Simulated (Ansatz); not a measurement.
Stretching the P1–O2 bond in PO (multiplicity 2 held). Energies count from the point at 1.480 Å.


R- and RO- levels are restricted; in cc, def2 and unpolarised 6-31G sets they are followed outwards from rest. Unrestricted levels (U-) break spin symmetry where that is lower. Curves can end on different states.

Frozen-core correlation.

Codes used: Ansatz (an electronic-structure program) with Gaussian orbitals. 

### Question
One of these levels gives 52.11 kcal/mol for the energy at R = 5.919 Å. Name it.
A) RO-MP2/6-31G
B) U-MP2/6-31G
C) RO-HF/6-31G
D) U-HF/6-31G

### Answer
B, U-MP2/6-31G. The others give 123.50 (RO-HF/6-31G), -9.11 (U-HF/6-31G), 193.39 (RO-MP2/6-31G)

Doubts at one or more of the structures used: a restricted determinant that unrestricted orbitals would lower (RO-HF/6-31G, RO-MP2/6-31G); a spin-contaminated determinant (U-HF/6-31G, U-MP2/6-31G).
